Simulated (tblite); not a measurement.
Compound: C8H9ClSe.
Atom-mapped SMILES: `[CH3:1][CH2:2][c:3]1[cH:4][se:5][c:6](/[CH:7]=[CH:8]/[Cl:9])[cH:10]1` (hydrogens: H11, H12, H13 on C1; H14, H15 on C2; H16 on C4; H17 on C7; H18 on C8; H19 on C10)

Computed with GFN2-xTB (tblite), gas phase: L-BFGS steps from a force-field or distance-geometry start until the largest atomic force falls under 0.01 eV/Å.

Step 59: E = -800.1175 eV
```
atom  x, y, z in Å  |  force x, y, z in eV/Å
C1     -2.8999    0.8968   -0.1503    0.046  -0.029  -0.007
C2     -2.2567   -0.4857   -0.2768    0.004  -0.031   0.001
C3     -0.8458   -0.4803    0.2297    0.006   0.030  -0.005
C4     -0.5001   -0.7617    1.5161   -0.022  -0.024  -0.001
Se5     1.3231   -0.6376    1.8249   -0.027   0.011   0.006
C6      1.4856   -0.1622    0.0102   -0.010  -0.012   0.005
C7      2.7456    0.1274   -0.6146   -0.008   0.015   0.009
C8      3.9053    0.1325    0.0411    0.007   0.014   0.000
Cl9     5.4053    0.4918   -0.7006    0.017  -0.005  -0.027
C10     0.2570   -0.1448   -0.5932   -0.001  -0.019  -0.022
H11    -2.3462    1.6292   -0.7319    0.031   0.012  -0.008
H12    -3.9243    0.8734   -0.5122   -0.020  -0.016   0.001
H13    -2.9029    1.2160    0.8880   -0.010   0.016   0.040
H14    -2.2606   -0.7901   -1.3250    0.005  -0.003  -0.017
H15    -2.8410   -1.2140    0.2878   -0.033   0.015   0.032
H16    -1.1705   -1.0448    2.3070   -0.027  -0.003   0.022
H17     2.7137    0.3526   -1.6720   -0.007   0.009   0.001
H18     3.9770   -0.0857    1.0988    0.002  -0.004   0.001
H19     0.1255    0.0965   -1.6346    0.050   0.023  -0.030
```

Step 60: E = -800.1181 eV
```
atom  x, y, z in Å  |  force x, y, z in eV/Å
C1     -2.8978    0.8970   -0.1508    0.026  -0.043   0.016
C2     -2.2567   -0.4862   -0.2781    0.006  -0.030   0.000
C3     -0.8465   -0.4803    0.2302    0.014  -0.002  -0.018
C4     -0.5019   -0.7647    1.5161   -0.021  -0.005  -0.004
Se5     1.3205   -0.6355    1.8290   -0.024   0.012  -0.023
C6      1.4846   -0.1605    0.0132   -0.001  -0.013   0.004
C7      2.7440    0.1301   -0.6132   -0.008   0.007   0.015
C8      3.9049    0.1338    0.0408    0.004   0.012  -0.005
Cl9     5.4046    0.4887   -0.7049    0.005  -0.004  -0.017
C10     0.2572   -0.1463   -0.5927    0.005   0.004  -0.009
H11    -2.3475    1.6269   -0.7372    0.043   0.031  -0.027
H12    -3.9249    0.8733   -0.5046   -0.022  -0.012  -0.006
H13    -2.8936    1.2197    0.8868   -0.009   0.008   0.034
H14    -2.2594   -0.7905   -1.3265    0.004   0.003  -0.015
H15    -2.8421   -1.2148    0.2848   -0.033   0.016   0.039
H16    -1.1729   -1.0479    2.3067   -0.027  -0.002   0.017
H17     2.7101    0.3550   -1.6710   -0.004   0.006   0.017
H18     3.9772   -0.0846    1.0987    0.006  -0.001  -0.009
H19     0.1302    0.0960   -1.6349    0.036   0.014  -0.010
```

**Question.** Estimate the geometry and energy of step 61. (The exact step hangs on the optimiser's Hessian estimate; all steps are aligned on step 60, rigid shifts and turns removed.)

**Answer.** E = -800.1185 eV, largest force 0.045 eV/Å
```
atom  x, y, z in Å  |  force x, y, z in eV/Å
C1     -2.8964    0.8967   -0.1503    0.027  -0.024  -0.007
C2     -2.2568   -0.4873   -0.2783    0.003  -0.016   0.000
C3     -0.8466   -0.4800    0.2298    0.011  -0.031  -0.023
C4     -0.5031   -0.7667    1.5157   -0.024   0.009  -0.002
Se5     1.3184   -0.6342    1.8316   -0.016   0.012  -0.037
C6      1.4842   -0.1599    0.0155    0.005  -0.011  -0.001
C7      2.7429    0.1319   -0.6122   -0.003   0.001   0.014
C8      3.9048    0.1348    0.0401    0.002   0.009  -0.005
Cl9     5.4044    0.4869   -0.7083   -0.007  -0.005  -0.007
C10     0.2579   -0.1477   -0.5929    0.008   0.020   0.004
H11    -2.3465    1.6264   -0.7389    0.029   0.012  -0.012
H12    -3.9244    0.8738   -0.5021   -0.020  -0.012  -0.010
H13    -2.8910    1.2210    0.8867   -0.003   0.002   0.036
H14    -2.2593   -0.7915   -1.3269    0.000   0.005  -0.009
H15    -2.8435   -1.2151    0.2847   -0.022   0.018   0.035
H16    -1.1752   -1.0490    2.3061   -0.022   0.000   0.008
H17     2.7075    0.3567   -1.6704   -0.004   0.004   0.028
H18     3.9766   -0.0840    1.0981    0.015   0.002  -0.016
H19     0.1361    0.0963   -1.6356    0.018   0.005   0.004
```

The energy changes by -0.0004 eV. The first-order estimate −F·Δx gives -0.0006 eV and the mean of the old and new forces, exact on a quadratic surface, -0.0004 eV. The step makes an angle of 66° with the force vector and moves no atom by more than 0.006 Å.

The cost below is that of the whole relaxation. The run took 5.0 s wall, 2.6 s CPU on an Intel Xeon at 2.50 GHz with one thread, shared host with 64 logical CPUs at a one-minute load of 54.
